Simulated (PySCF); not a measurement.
## CuH + Cl₂ → CuCl + HCl

Level: PBE0 in the def2-TZVP basis family, all electrons, no relativity, computed in PySCF with density fitting; open shells unrestricted.

```
species          state and structure       E (Eh)  ZPE (kJ/mol)  H(298 K) − H(0) (kJ/mol)  S° (J/(mol K))
    CuH   singlet, C∞v, Cu–H 1.485 Å  -1640.83826          11.1                       8.7           196.4
    Cl₂  singlet, D∞h, Cl–Cl 1.982 Å   -920.08940           3.5                       9.1           222.5
   CuCl  singlet, C∞v, Cu–Cl 2.076 Å  -2100.37362           2.4                       9.5           237.3
    HCl   singlet, C∞v, H–Cl 1.279 Å   -460.66440          17.9                       8.7           186.6
```

Problem. What is the electronic reaction energy?

Solution. At PBE0/def2-TZVP, ΔE = -289.8 kJ/mol from the differences of the total energies times 2625.5, downhill. 

Problem. Add zero-point, thermal and entropy terms for 298.15 K and 1 bar.

Solution. ΔZPE = 5.7 and Δ[H(298) − H(0)] = 0.4 kJ/mol give ΔH° = -283.7 kJ/mol. ΔS° = 5.0 J/(mol K), so ΔG° = -283.7 − 298.15 × (0.0050) = -285 kJ/mol.

The structures come from searches over a few start shapes, so lower isomers are not excluded.
